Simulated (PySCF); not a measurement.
F₂Hg, SMILES [F][Hg][F]. Coordinates come from a PBE-D3(BJ)/def2-TZVP optimisation. The def2 effective core potentials stand for the cores of Hg; spin–orbit coupling is left out.

Calculation: PBE-D3(BJ)/def2-TZVP in PySCF.

Harmonic wavenumbers (cm⁻¹): 168, 168, 547, 623. Rotational constants (GHz): 3.533 (linear); symmetry number 2.

Q: Work out the zero-point energy and the ideal-gas rigid-rotor harmonic-oscillator thermochemistry at 298.15 K and 1 atm.

A: ZPE = ½ Σ hcν = ½ × 1506 cm⁻¹ = 2.15 kcal/mol. H − E(el) = 5.21 kcal/mol. Entropy in cal/(mol K): translation 42.31, rotation 15.46, vibration 5.88, total 63.64. G − E(el) = -13.77 kcal/mol. Cp = 12.85 cal/(mol K).
